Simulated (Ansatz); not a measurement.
Geometry optimisation, RKS PBE/def2-SVP (Ansatz 0.2.0).

Input file:

```yaml
crystal:
  periodic: [false, false, false]
  atoms:
    - { symbol: W, position_ang: [0.0, 0.0, 0.0] }
    - { symbol: H, position_ang: [0.0, 0.0, 1.72] }
    - { symbol: H, position_ang: [1.72, 0.0, 0.0] }
    - { symbol: H, position_ang: [0.0, 1.72, 0.0] }
    - { symbol: H, position_ang: [-1.72, 0.0, 0.0] }
    - { symbol: F, position_ang: [0.0, -1.85, 0.0] }
    - { symbol: H, position_ang: [0.0, 0.0, -1.72] }
basis:
  gaussian: { orbitals: def2-SVP }
hamiltonian:
  xc: pbe
relax:
  f_tol: 0.02
  max_steps: 40
```

Run as:

```bash
$ ansatz run input.yaml --threads 1 --pin off --max-ram 2048MiB --backend cpu --events-out ev --progress --plain --runs-dir out
```

Where does it end, and by what steps?

The forces met the threshold. After 9 steps the energy has fallen by 5.487 eV; H2 moved furthest, 0.60 Å.

| step | energy less start (eV) | largest force component (eV/Å) | accepted |
| --- | --- | --- | --- |
| 0 | 0.0000 | 5.778 | yes |
| 1 | -2.1937 | 2.092 | yes |
| 2 | -3.5417 | 2.091 | yes |
| 3 | -4.5434 | 1.806 | yes |
| 4 | -5.2367 | 0.905 | yes |
| 5 | -5.4171 | 0.955 | yes |
| 6 | -5.4564 | 0.622 | yes |
| 7 | -5.4859 | 0.103 | yes |
| 8 | -5.4867 | 0.035 | yes |
| 9 | -5.4867 | 0.004 | yes |

```xyz
7
Properties=species:S:1:pos:R:3
W 0.307 -0.383 0.307
H -0.416 0.424 1.626
H 1.626 0.424 -0.416
H 0.037 1.268 0.037
H -1.226 0.120 -0.069
F -0.259 -2.102 -0.259
H -0.069 0.120 -1.226
```

The run took 39 s on 1 thread of Arm Neoverse V1 (shared host), peak memory 0.13 GiB.
